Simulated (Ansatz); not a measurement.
Zn3O3H12, a cluster cut from zinc blende ZnO (hydrogen-capped). The state is a singlet with charge 0. Geometry r2SCAN-D4/def2-SVP; atoms count from 1.

```xyz
18

O     1.438    1.061   -1.002
O    -1.976    0.476   -0.239
O     0.538   -1.537    1.245
Zn    2.429   -0.579    0.299
Zn   -1.766   -1.298    1.244
Zn   -0.666    1.891   -1.524
H     2.809    0.338    1.509
H     2.607   -1.628   -0.852
H    -1.877   -0.461    2.561
H    -2.063   -2.431    0.204
H    -0.639    3.099   -0.531
H    -0.828    1.112   -2.874
H     1.898    1.865   -0.709
H     1.788    0.854   -1.885
H    -2.508    1.103    0.280
H    -2.575    0.098   -0.905
H     0.751   -1.494    2.193
H     0.643   -2.468    0.985
```

**Question.** Estimate the Mulliken populations from the PBE0/def2-TZVP orbitals of Ansatz.

**Answer.** 
```csv
atom,charge (e),d electrons
O1,-0.61,–
O2,-0.61,–
O3,-0.61,–
Zn4,0.12,10.02
Zn5,0.12,10.02
Zn6,0.12,10.02
H7,-0.13,–
H8,-0.14,–
H9,-0.13,–
H10,-0.14,–
H11,-0.13,–
H12,-0.14,–
H13,0.38,–
H14,0.38,–
H15,0.38,–
H16,0.38,–
H17,0.38,–
H18,0.38,–
```
Mulliken values and Mayer orders depend strongly on the basis.
